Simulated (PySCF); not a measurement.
## How methods differ on the excitation energy of F²⁺

F²⁺ [He] 2s2 2p3 (4S) → F²⁺ [He] 2s1 2p4 (4P), as a difference of total energies. All numbers are calculated (PySCF 2.14, scalar relativity by spin-free X2C-1e, in aug-cc-pCVQZ-DK (9s8p6d4f2g, 109 functions)). Correlated levels: valence: 1s2 frozen; valence and next inner shell: nothing frozen. The calculations carry no spin-orbit coupling.

| method | excitation energy (eV) |
| --- | --- |
| UHF | 18.921 |
| LDA | 18.124 |
| PBE | 17.831 |
| PBE0 | 18.185 |
| r2SCAN | 17.831 |
| BLYP | 17.873 |
| HSE06 | 18.145 |
| M06-2X | 18.997 |
| MP2 (valence) | 18.976 |
| SCS-MP2 (valence) | 18.984 |
| MP2 (valence and next inner shell) | 18.933 |
| SCS-MP2 (valence and next inner shell) | 18.961 |

A first-order spin-orbit estimate (lowest level to lowest level, LS coupling) adds -0.023 eV.
